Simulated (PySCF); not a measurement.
Species: 3,3,3-trichloro-2-methyl-1-propene, C4H5Cl3.
Geometry (GFN2-xTB, Å), atoms numbered from 1 in this order:
```
atom  x, y, z in Å
C1    -0.0062    1.5361   -0.3994
C2    -0.0426    0.2603   -0.0475
C3    -1.1776   -0.3426    0.7222
C4     1.0580   -0.7009   -0.3901
Cl5    1.7520   -1.3985    1.1052
Cl6    0.4128   -2.0486   -1.3753
Cl7    2.3950    0.0214   -1.3012
H8     0.8085    1.9681   -0.9514
H9    -0.8129    2.1972   -0.1367
H10   -0.8224   -0.7536    1.6650
H11   -1.9296    0.4126    0.9271
H12   -1.6338   -1.1522    0.1560
```

Method: PySCF 2.14.0, density-fitted response routines, TDDFT PBE0/def2-SVPD, vertical, gas phase, core orbitals frozen in the response.

Transition dipole moments from the ground state, in atomic units and in the frame of the coordinates above (overall signs are arbitrary), for the states with f of 0.002 or more among the lowest 6:

```json
{"state": "S2", "E (eV)": "6.309", "μx": "-0.007", "μy": "-0.378", "μz": "0.109"}
{"state": "S3", "E (eV)": "6.311", "μx": "0.009", "μy": "0.203", "μz": "-0.044"}
{"state": "S4", "E (eV)": "6.381", "μx": "-0.368", "μy": "0.912", "μz": "-0.040"}
{"state": "S6", "E (eV)": "6.699", "μx": "-0.052", "μy": "-0.568", "μz": "0.176"}
```

Q: What oscillator strength does each state have?

A: f = (2/3) ΔE |μ|² with ΔE in hartree (27.2114 eV).

| state | \|μ\|² (au) | \|μ\| (D) | f |
| --- | --- | --- | --- |
| S2 | 0.155 | 1.00 | 0.024 |
| S3 | 0.043 | 0.53 | 0.007 |
| S4 | 0.969 | 2.50 | 0.151 |
| S6 | 0.356 | 1.52 | 0.058 |

Q: What is the point group, and which symmetry does each of these states have?

A: Cs. Polarised in the mirror plane, so A′: S2, S3, S4 and S6.

Q: What angle do the transition dipoles of S2 and S4 make?

A: |cos θ| = |μa·μb| / (|μa| |μb|) = 0.89, so θ ≈ 27° (taken between 0 and 90°, since the signs are arbitrary).

Q: What peak molar absorption coefficient would the strongest computed level give as a lone Gaussian band 0.4 eV wide at half height?

A: ε(max) = 2.175×10⁸ f / FWHM, with the width in cm⁻¹. S4: 2.175×10⁸ × 0.1515 / 3226 ≈ 10000 L mol⁻¹ cm⁻¹.
